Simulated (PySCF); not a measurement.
# Dipole response of Tc(2+) (technetium, charge +2)

[Kr] 4d4 5s1, high-spin 6D determinant (an excited configuration). Computed with PySCF 2.14 in ANO-RCC-VTZP, with scalar relativity by spin-free X2C-1e. Coupled (time-dependent) response in atomic units; α is the mean over directions. The basis has no added diffuse functions, which lowers α and C₆.

```
method  mean α (bohr³)         α xx, yy, zz  C₆ (like pair)  S(−4)
   UHF           30.28  30.64, 30.64, 29.56           184.9  656.0
   PBE           22.95  23.14, 23.14, 22.59           136.3  328.1
  PBE0           24.41  24.65, 24.65, 23.94           145.3  385.4
```

S(−4) is the Cauchy moment in α(ω) = α(0) + S(−4) ω² + …

Spin-orbit coupling is absent.

α(iu) at UHF:

```
u (hartree)  α(iu) (bohr³)
          0          30.28
     0.0500          28.74
      0.100          25.09
      0.200          17.45
      0.300          12.50
      0.500          7.772
      0.750          5.297
       1.00          4.002
       1.50          2.583
       2.00          1.803
       3.00          1.006
       5.00         0.4350
```

For an ion, C₆ is the dispersion term alone; charge-induced terms of lower order in 1/R come first.

The components differ because the open shell of this determinant is not spherical; for a pure term their mean is the scalar polarisability.
